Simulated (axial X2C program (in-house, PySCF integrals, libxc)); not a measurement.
## Outer orbitals of MoO⁺ at 1.619 Å, BHandHLYP

Calculated with an axial X2C code built on PySCF integrals. Spin-free means the one-electron spin-free X2C Hamiltonian; two-component (2c) means X2C with spin–orbit coupling and atomic mean-field two-electron Coulomb and Gaunt terms, so the difference of the two also holds small scalar two-electron terms. Basis: Mo dyall-cv3z [11s12p9d5f3g], O dyall-av3z [7s6p3d2f] (cores contracted in-house); Gaussian nuclei, density fitting, unrestricted open shells. Masses: Mo 97.905 u, O 15.995 u.

The distance is close to the 2c PBE0 minimum; the highest filled and lowest empty levels are listed.

Spin-free orbitals, state M_S = 3/2, Λ = 0 (beyond evenly filled blocks: σα, δ+α, δ-α) (Löwdin shares):

| symmetry | occupied | ε (eV) | atomic character |
| --- | --- | --- | --- |
| σα | yes | -20.42 | 57% O p, 32% Mo d, 6% O s |
| σβ | yes | -19.89 | 66% O p, 23% Mo d, 4% O s |
| π-β | yes | -19.86 | 70% O p, 22% Mo d, 4% Mo f |
| π+β | yes | -19.86 | 70% O p, 22% Mo d, 4% Mo f |
| π+α | yes | -19.30 | 57% O p, 35% Mo d, 3% Mo f |
| π-α | yes | -19.30 | 57% O p, 35% Mo d, 3% Mo f |
| δ-α | yes | -16.72 | 98% Mo d |
| δ+α | yes | -16.72 | 98% Mo d |
| σα | yes | -13.57 | 46% Mo s, 22% O p, 22% Mo d |
| π-α | no | -8.64 | 52% Mo d, 23% O p, 17% Mo p |
| π+α | no | -8.64 | 52% Mo d, 23% O p, 17% Mo p |
| σβ | no | -8.46 | 62% Mo s, 11% O p, 10% Mo d |
| δ+β | no | -8.06 | 97% Mo d |
| δ-β | no | -8.06 | 97% Mo d |

Spinors with spin–orbit coupling (state Ω = 3/2):

```tsv
ω	occupied	ε (eV)	atomic character	λ mixture
1/2	yes	-35.37	64% O s, 15% Mo d, 9% Mo p	100% σ
1/2	yes	-20.43	57% O p, 32% Mo d, 6% O s	99% σ, 1% π
-1/2	yes	-19.88	66% O p, 23% Mo d, 4% O s	100% σ
1/2	yes	-19.87	70% O p, 22% Mo d, 4% Mo f	99% π, 1% σ
-3/2	yes	-19.84	70% O p, 22% Mo d, 4% Mo f	100% π
-1/2	yes	-19.31	57% O p, 35% Mo d, 3% Mo f	100% π
3/2	yes	-19.27	58% O p, 35% Mo d, 3% Mo f	100% π
-3/2	yes	-16.81	98% Mo d	100% δ
5/2	yes	-16.62	98% Mo d	100% δ
1/2	yes	-13.57	46% Mo s, 22% O p, 22% Mo d	100% σ
-1/2	no	-8.69	52% Mo d, 23% O p, 17% Mo p	100% π
3/2	no	-8.59	53% Mo d, 22% O p, 16% Mo p	99% π, 1% δ
-1/2	no	-8.45	62% Mo s, 11% O p, 10% Mo d	100% σ
3/2	no	-8.12	97% Mo d	99% δ, 1% π
```

(1) How does the gap between the highest filled and lowest empty level change from the spin-free to the 2c table?

Mulliken charges and populations of the two-component result (they depend on the basis, above all on diffuse functions):

Mo 1.34 e (s 8.59 p 18.01 d 13.99 f 0.06 g 0.01), O -0.34 e (s 3.94 p 4.34 d 0.05 f 0.01). ⟨Lz⟩ = 0.00 ħ and ⟨Sz⟩ = 1.50 ħ (1.59 and -0.10 on the two atoms), which add up to Ω.

Occupations by symmetry block were frozen at the best pattern of an incomplete PBE0 search. Density functionals use the spin component along the axis (collinear). PBE0 can misorder states that lie within some tenths of an eV, so this need not be the ground state of the molecule. The nearest other spin-free determinant of the search, M_S = 3/2, Λ = 1, lies 0.50 eV up at the distance of the search. With several unpaired electrons one determinant need not be a pure state. This is the top spin component of a Σ state; components of lower Ω are not single determinants and can lie lower. The determinant is spin-polarised beyond a pure state at some levels (its spin-free form has ⟨S²⟩ too high), which makes Re and μ there less reliable.

Answers

(1) From 4.93 to 4.88 eV at BHandHLYP, a change of -0.05 eV.
